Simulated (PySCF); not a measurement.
F3Y, SMILES [Y-]([F])([F])[F] (connectivity only; charge and spin as stated), charge -1, multiplicity 2.

The structure is a stationary point at PBE-D3(BJ)/def2-SVPD. The geometry has at least one imaginary mode, so it is a saddle point at that level. The multiplicity is an assumed one; other spin states were not compared. The def2 effective core potentials stand for the cores of Y; spin–orbit coupling is left out.

These are PBE-D3(BJ)/def2-SVPD in PySCF 2.14.0 values and carry that method's errors.

Frequencies are harmonic and unscaled.

Modes within 1.5 cm⁻¹ of each other (mostly degenerate sets) share a row, with their intensities summed.

| mode | ν (cm⁻¹) | IR (km/mol) | moving atoms (share of kinetic energy) |
|---|---|---|---|
| 1 | 75i | 25.8 | F 61 %, Y 39 % |
| 2–3 | 118 | 6.6 | F 87 %, Y 13 % |
| 4 | 481 | 0.0 | F 100 % |
| 5–6 | 504 | 253.9 | F 74 %, Y 26 % |
